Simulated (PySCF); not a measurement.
## Calcium: a sound run and one with changed settings

Sound run: Ca⁺ [Ar] 4s1, Ca²⁺ [Ar]. Calculation: PySCF 2.14, in aug-cc-pVDZ-X2C (6s5p3d, 36 functions); scalar relativity by spin-free X2C-1e. The sound run starts from symmetry-adapted Hartree-Fock orbitals and uses a fine grid where one is needed.

A second run was set up differently.

```
species  method  sound run (hartree)  changed run (hartree)  converged
    Ca⁺     UHF           -679.44009             -679.44009        yes
    Ca⁺     PBE           -680.00459             -680.00446        yes
    Ca⁺    TPSS           -680.24289             -680.24751        yes
   Ca²⁺     UHF           -679.02303             -679.02303        yes
   Ca²⁺     PBE           -679.56408             -679.56367        yes
   Ca²⁺    TPSS           -679.81209             -679.81679        yes
```

Ionisation energy of Ca⁺:

```json
{"method": "UHF", "sound run (eV)": "11.349", "changed run (eV)": "11.349"}
{"method": "PBE", "sound run (eV)": "11.987", "changed run (eV)": "11.995"}
{"method": "TPSS", "sound run (eV)": "11.723", "changed run (eV)": "11.721"}
```

(1) What was changed?
A. basis contracted for another Hamiltonian
B. radial grid too coarse
C. all electrons correlated in a valence basis
D. level shift left on

## Answers

(1) B. It used radial step 0.3 in ln r (0.13 in the sound run). A coarse radial grid mis-integrates the density and the exchange-correlation energy, with errors of either sign; Hartree-Fock needs no grid.
